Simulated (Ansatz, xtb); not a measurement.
Two isomers of C6H7NO

Structure X: `COc1ccncc1`, a singlet. Structure Y: `COc1ccccn1`, a singlet. Both are isolated molecules in the gas phase, relaxed with B3LYP/def2-SVP; the shapes shown needn't be the lowest conformers.

X (Å):

```csv
atom,x (Å),y (Å),z (Å)
C,-0.7167,1.0119,-2.6879
C,-1.2388,-0.4589,-0.8850
C,-1.3340,-1.7789,-0.4113
C,-1.7505,-1.9887,0.8997
C,-1.9774,0.2409,1.2932
C,-1.5713,0.5807,-0.0034
N,-2.0711,-1.0059,1.7523
O,-0.8317,-0.2940,-2.1604
H,-1.6862,1.5408,-2.6851
H,-0.3744,0.8997,-3.7251
H,0.0213,1.6146,-2.1295
H,-1.0818,-2.6083,-1.0745
H,-1.8296,-3.0130,1.2833
H,-2.2408,1.0425,1.9945
H,-1.5227,1.6295,-0.2964
```

Y (Å):

```xyz
15

C    -0.1419    0.7964   -2.7867
C    -1.4427   -0.2436   -1.0995
C    -2.5096   -1.0985   -0.7478
C    -2.7598   -1.2969    0.6022
C    -1.9556   -0.6505    1.5553
C    -0.9314    0.1699    1.0917
N    -0.6771    0.3717   -0.2088
O    -1.2115   -0.0605   -2.4127
H    -0.2929    1.8179   -2.4033
H     0.8216    0.4279   -2.4003
H    -0.1307    0.8030   -3.8847
H    -3.1005   -1.5734   -1.5324
H    -3.5768   -1.9515    0.9173
H    -2.1224   -0.7824    2.6260
H    -0.2778    0.6951    1.7983
```

Quicker runs give these differences E(Y) − E(X): GFN2-xTB −0.209 eV; HF/STO-3G −0.244 eV (at GFN2-xTB geometries); r2SCAN-D4/def2-SVP −0.316 eV (at GFN2-xTB geometries).

Estimate E(Y) − E(X) at the level CCSD(T)/def2-SVP + ΔMP2/def2-TZVPP.

Calculated at CCSD(T)/def2-SVP + ΔMP2/def2-TZVPP: E(Y) − E(X) = −0.263 eV, so structure Y lies lower.

How the difference moves with the method:

| level | geometry | E(Y) − E(X) (eV) | departure from the last row (eV) | job, with rough time for the two |
| --- | --- | --- | --- | --- |
| GFN2-xTB | GFN2-xTB | −0.209 | +0.055 | optimisation, 0.45 s |
| HF/STO-3G | GFN2-xTB | −0.244 | +0.019 | single point, 1.9 s |
| r2SCAN-D4/def2-SVP | GFN2-xTB | −0.316 | −0.053 | single point, 12 s |
| B3LYP/def2-SVP | B3LYP/def2-SVP | −0.298 | −0.035 | optimisation, 2.1 min |
| HF/def2-SVP | B3LYP/def2-SVP | −0.323 | −0.060 | part of the CCSD(T) run |
| MP2/def2-SVP | B3LYP/def2-SVP | −0.307 | −0.044 | part of the CCSD(T) run |
| CCSD(T)/def2-SVP | B3LYP/def2-SVP | −0.298 | −0.035 | single point |
| CCSD(T)/def2-SVP + ΔMP2/def2-TZVPP | B3LYP/def2-SVP | −0.263 |  | single point, 5 min |

As drawn, both hold the same kinds of bond in the same numbers.

None of the levels shown reverses the order. The largest departure from CCSD(T)/def2-SVP + ΔMP2/def2-TZVPP is that of HF/def2-SVP, 0.060 eV. The last row adds to CCSD(T) the change of the MP2 difference between the two basis sets, here +0.035 eV.

With thermal terms from frequencies at re-optimised GFN2-xTB minima (ideal gas, soft modes damped towards free rotors, one conformer each, 298.15 K, 1 atm): the zero-point term adds −0.003 eV; ΔH is −0.264 and ΔG −0.271 eV.

The correlated steps freeze 8 core orbitals. Programs: Ansatz 0.2.0, xtb 6.7.1; the last row on 2 threads of Intel(R) Xeon(R) Processor @ 2.50GHz (Skylake/Cascade Lake) on a shared host.
